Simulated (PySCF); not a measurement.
A species of formula C5H5FS has this rotational fingerprint, computed with CAM-B3LYP/def2-SVPD in PySCF (dipole) on a GFN2-xTB geometry, gas phase:

- Rotational constants: A = 4125, B = 1507, C = 1338 MHz
- Dipole components: |μa| = 0.85 D, |μb| = 0.98 D, |μc| = 2.07 D
- Inertial defect: -80.20 u·Å²
- κ: -0.88

Question: Which candidate fits, each taken in the one conformer that was computed?
A. `[F:1][CH2:2][c:3]1[cH:4][cH:5][cH:6][s:7]1` with F1–C2–C3–C4 0°
B. `[CH:1]#[C:2][C@@H:3]1[CH2:4][C@H:5]([F:6])[S:7]1` with C2–C3–C4–C5 -128°, C3–C4–C5–F6 128°, C4–C5–S7–C3 -8°, C2–C3–S7–C5 127°
C. `C#C[C@@H]1S[C@]1(C)F`

Answer: B. It is C#C[C@@H]1C[C@H](F)S1, an asymmetric top, point group C1. The candidates at the same level (rigid rotor, commonest isotopes):

| SMILES | A (MHz) | B (MHz) | C (MHz) | μa (D) | μb (D) | μc (D) | Δ (u·Å²) | point group | rotor |
| --- | --- | --- | --- | --- | --- | --- | --- | --- | --- |
| FCc1cccs1 | 4811 | 1649 | 1238 | 1.15 | 0.56 | 0.00 | -3.23 | Cs | asymmetric top |
| C#C[C@@H]1C[C@H](F)S1 | 4125 | 1507 | 1338 | 0.85 | 0.98 | 2.07 | -80.20 | C1 | asymmetric top |
| C#C[C@@H]1S[C@]1(C)F | 3359 | 1821 | 1491 | 0.52 | 0.46 | 1.95 | -89.05 | C1 | asymmetric top |

`C#C[C@@H]1S[C@]1(C)F` has B 21 % too high; `FCc1cccs1` has A 17 % too high. No structure here is proved a minimum.
